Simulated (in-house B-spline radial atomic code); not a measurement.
# Removing one electron from Sc³⁺

Closed shell [Ne] 3s2 3p6. Computed with an all-electron radial atomic-structure program (B-spline basis): Koopmans values of Dirac-Hartree-Fock plus a diagonal self-energy, in second order or with its direct term screened (direct RPA, with the hole-particle interaction, or full time-dependent Hartree-Fock), linearised in energy; no-pair Dirac-Coulomb Hamiltonian, finite nucleus. Shifts add to the Koopmans value (the ΔSCF shift is orbital relaxation alone); the final value takes TDHF screening with Breit and QED.

Command:
```bash
python run_mb.py task.json out
```
Settings (nuclear radius in fm, box in bohr, cutoff in hartree):
```
basis_form          2
Z                   21
core_configuration  [Ne] 3s2 3p6
rms_radius          3.5459
mass_number         45
speed_of_light      137.036
box_radius          13.958
lmax                7
intervals           64
virtual_cutoff      1764.0
```

Time taken, with all properties: 10 s on 1 thread of Arm Neoverse V1, with other jobs on the host.

Energies in eV:

| subshell | Koopmans | ΔSCF shift | second order | direct RPA | hole-particle | TDHF | Breit + QED | final |
| --- | --- | --- | --- | --- | --- | --- | --- | --- |
| 3p3/2 | 73.44 | -1.118 | ? | ? | ? | ? | ? | ? |
| 3p1/2 | 74.01 | -1.138 | 0.107 | 0.332 | 0.039 | 0.060 | -0.028 | 74.05 |

(1) What does the self-energy do to 3p3/2?

Results:

(1) It shifts the removal energy by 0.129 eV in second order, 0.339 with direct RPA, 0.056 with the hole-particle term and 0.080 with TDHF screening (quasi-particle weight 0.963); Breit and QED add -0.011 eV. The final value is 73.51 eV, against 73.489 eV (NIST, measured).
